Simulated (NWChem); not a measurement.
# A calculation on ClSi (+1)

```xyz
2

Si     0.0000     0.0000     1.0934
Cl     0.0000     0.0000    -0.9005
```
Charge +1, spin multiplicity 1.

Program: NWChem. The geometry was optimised at PBE/def2-SVP, a minimum by its harmonic frequencies.

Symmetry labels belong to the abelian group C2v used in the runs, with the axes of the coordinates shown; states degenerate in a higher group split over its labels.

The structure started from a generated list of species.

Question: List the lowest 3 singlet excitations that CIS/def2-SVPD gives, with oscillator strengths.

Answer: 
| state | symmetry | energy (eV) | wavelength (nm) | f |
|---|---|---|---|---|
| 1 | b1 | 5.84 | 212 | 0.111 |
| 2 | b2 | 5.84 | 212 | 0.111 |
| 3 | a2 | 6.82 | 182 | 0.000 |
